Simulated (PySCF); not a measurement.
# C₄H₅NO₂: calculation and literature

Numbering as in the mapped SMILES `[O:1]=[C:2]1[CH2:3][CH2:4][C:5](=[O:6])[NH:7]1`. Each H is labelled by its parent atom.

No relativistic terms, no solvent, one averaged value for each set of equivalent atoms, a single conformation. GIAO PBE0/pcSseg-1 shieldings; coordinates at the GFN2-xTB level; PySCF.

Reference values: measured (water; Olsson, Cremer, J. Phys. Chem. 1996, 100, 16881).
```
atoms            quantity  reference  computed
   N7  δ ¹⁵N vs NH3 (gas)      182.9     200.4
```

Reference values: measured (solution, H2O; L. Olsson, D. Cremer, J. Phys. Chem. 100 (1996) 16881).
```
atoms              quantity  reference  computed
   N7  δ ¹⁵N vs gaseous NH3      182.9     200.4
```

Computed shifts are σ(ref) − σ with the named reference compound (TMS for H and C) calculated as an isolated molecule at the same level. The measured values may be among those fitted. Shieldings were converted by a linear fit to measured shifts: ¹⁵N (scatter 6.3 ppm rms vs CH3NO2, solution or neat liquid). Occasional misses reach two or three times the rms, and more in compound classes unlike the fitted ones.

**Question.** How far are the unscaled ¹⁵N shifts from the references?

**Answer.** Mean signed difference +17.50 ppm, mean absolute 17.50 ppm over 2 comparisons; the largest is +17.5 ppm at N7 (amide-type nitrogen).

2 of the 4 published NMR values on file for this molecule are compared. The rest: values from further sources.
